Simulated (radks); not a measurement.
Task: Coherent X-ray form factor from a spherical all-electron density. Calculated with a radial shooting solver on a logarithmic mesh with Libxc functionals: Dirac Kohn-Sham, PBE, spin-unpolarised, spherical densities, finite nucleus; Fermi nuclear charge, rms radius of each element as measured or else 0.836 A^(1/3) + 0.57 fm.

| sin(theta)/lambda (1/angstrom) | f0 (electrons) |
|---|---|
| 0.05 | 67.088 |
| 0.1 | 64.742 |
| 0.15 | 61.643 |
| 0.2 | 58.223 |
| 0.25 | 54.707 |
| 0.3 | 51.250 |
| 0.4 | 44.928 |
| 0.5 | 39.600 |
| 0.6 | 35.141 |
| 0.8 | 28.113 |
| 1 | 23.048 |
| 1.25 | 18.905 |
| 1.5 | 16.330 |
| 2 | 12.840 |

The species is in the configuration that NIST lists as its ground one. Which atom or ion scatters so?

Result: The thulium ion Tm+, [Xe] 4f13 6s1. Extrapolating in s^2 from the first two rows gives f0(0) = 67.9, near the electron count 68; among species with that count, the fall with angle is slower the higher Z, and the table is that of Z = 69; from so few rows the species is fixed only to a neighbour or two.
